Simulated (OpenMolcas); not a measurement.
Mn3+ among 4 point charges of -3 e arranged as a tetrahedron (Td).

```yaml
Program: OpenMolcas
Method: CASSCF
Basis: ANO-RCC-VDZP [5s4p2d1f]
Scalar_Hamiltonian: DKH2, point nucleus
Active_space: 4 electrons in 5 orbitals (3d)
State_averaging: 2S+1 = 5 even, 5 roots; 2S+1 = 3 even, 45 roots; 2S+1 = 1 even, 50 roots
Spin-orbit_coupling: RASSI with atomic mean-field integrals over the reference wave functions
```

All point charges move together. At R = 1.91 Å the first state of the same spin is 2329 cm-1, and at R = 2.12 Å it is 1508 cm-1.

**Question.** A third run gives 1973 cm-1. What distance was it run at?

**Answer.** With a power law R^-n the two known points give n = -ln(1508 / 2329) / ln(2.12 / 1.91) = 4.17. Then R = 1.91 × (2329 / 1973)^(1/4.17) = 1.988 Å. The run was at 1.99 Å, so the estimate is off by -0.002 Å.

An orbital triplet at a regular site is open to Jahn-Teller coupling, which can distort the site and quench the lowest spin-orbit gaps and is left out. Without dynamic correlation the repulsion within the d shell is too large (B by tens of per cent), so at a given field states of lower spin stand too high. The ground term spreads over less than 5000 cm-1, several times less than with real ligands, so orbital moments are less quenched and χT lies further from the spin-only value than at real sites. Point charges carry no covalency, so the field is a model and not that of real ligands. No measured value stands beside these numbers.
